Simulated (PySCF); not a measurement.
AlGeH₅O₃, SMILES [O]([GeH3])[Al]([OH])[OH].

Coordinates come from a ωB97X-D3(BJ)/def2-SVP optimisation. The structure was generated by enumeration; whether it is a known compound was not checked. The values are those of a single conformer.

All values below come from PySCF with ωB97X/def2-TZVP.

The molecule is in vacuum.

The total energy comes out as -2548.39765 hartree and the highest occupied level comes out as -11.09 eV. The lowest empty level is 1.23 eV. The orbital gap is 12.33 eV and the dipole moment is 2.53 D. The quadrupole, principal values (traceless, Buckingham form, about the centre of nuclear charge) is -14.46, 4.04, 10.42 D·Å and the mean static polarisability is 59.1 bohr³ (8.75 Å³). The polarisability, principal values is 52.5, 58.5, 66.2 bohr³.
